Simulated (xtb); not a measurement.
C₂H₄ClNOSi, SMILES C1[Si@](CN=1)(Cl)O. All values are semi-empirical tight-binding results from xtb (GFN2-xTB unless named), good for trends rather than for accurate numbers. Geometry: GFN2-xTB. The structure was generated by enumeration; whether it is a known compound was not checked. Other conformers were not sampled.

Computed properties:
- orbital gap: 3.02 eV
- dipole moment: 2.85 D
- zero-point energy: 38.7 kcal/mol
- G − E(el) at 298.15 K (modified RRHO): 18.3 kcal/mol
- static polarisability (D4 model): 72.7 bohr³
- solvation energy, GFN2-xTB/ALPB(water): -7.6 kcal/mol
- solvation energy, GFN2-xTB/ALPB(dmf): -9.6 kcal/mol
